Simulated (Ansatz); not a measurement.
H₆N₃Sc, SMILES `[NH2][Sc]([NH2])[NH2]`, relaxed with RKS PBE0-D4/def2-TZVP in the Gaussian-basis code of Ansatz from a GFN2-xTB geometry. The force threshold is 0.005 eV/Å; the program also tests the step.

Total charge 0; spin multiplicity 1.

Start:

```xyz
10

N     0.683   -1.417   -1.276
Sc   -0.002    0.000    0.002
N    -1.801    0.875   -0.326
N     1.115    0.540    1.606
H     0.222   -1.791   -2.106
H     1.572   -1.918   -1.238
H    -2.258    1.602    0.226
H    -2.456    0.693   -1.088
H     2.030    0.179    1.881
H     0.896    1.235    2.320
```

How much energy does the relaxation release, and in how many steps? (Estimate.)

The calculation gave: 5.48 kJ/mol, in 3 steps.

Which bonds change most? (An estimate is asked.)

Ansatz gave: Sc2–N3 from 2.027 to 1.994 Å; Sc2–N4 from 2.027 to 1.995 Å; N1–Sc2 from 2.027 to 1.994 Å; N4–H9 from 1.022 to 1.013 Å.

Give the relaxed structure. (Estimate.)

Computed: 
```xyz
10

N     0.672   -1.396   -1.256
Sc   -0.003   -0.003    0.003
N    -1.771    0.860   -0.320
N     1.097    0.533    1.578
H     0.202   -1.739   -2.084
H     1.552   -1.892   -1.190
H    -2.206    1.577    0.248
H    -2.405    0.668   -1.086
H     2.006    0.165    1.832
H     0.856    1.227    2.275
```
